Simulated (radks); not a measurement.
The numbers below are computed, except where a source is named.
Q: These are the eigenvalues of the occupied orbitals of an atom or ion with whole-number occupations (hartree). Level of theory: Dirac Kohn-Sham, PBE, spin-unpolarised, spherical densities, finite nucleus; Fermi nuclear charge, rms radius of each element as measured or else 0.836 A^(1/3) + 0.57 fm (a radial shooting solver on a logarithmic mesh with Libxc functionals).

| orbital | eigenvalue |
|---|---|
| 1s1/2 | -1775.482 |
| 2s1/2 | -291.4217 |
| 2p1/2 | -276.4893 |
| 2p3/2 | -252.6751 |
| 3s1/2 | -64.12830 |
| 3p1/2 | -57.67556 |
| 3p3/2 | -52.82097 |
| 3d3/2 | -41.64973 |
| 3d5/2 | -40.59344 |
| 4s1/2 | -12.73075 |
| 4p1/2 | -10.23753 |
| 4p3/2 | -9.16650 |
| 4d3/2 | -5.06165 |
| 4d5/2 | -4.86949 |
| 5s1/2 | -1.63851 |
| 5p1/2 | -0.97165 |
| 5p3/2 | -0.83232 |
| 6s1/2 | -0.13315 |
| 4f5/2 | -0.11255 |
| 4f7/2 | -0.08992 |

Which element is it, and in what charge state? The configuration may be excited. Open shells, if any, are shared by 2j + 1.

A: Z = 63, europium, charge 0: Eu in [Xe] 4f7 6s2. The list shows which subshells hold electrons but not how many an open one holds; the 1s level, -1775.5 hartree, gives Z - s = 59.6 by -(Z - s)^2/2, which with screening and relativity narrows Z to a few neighbours, and the depths of the outer levels then fix element, charge and occupations together.
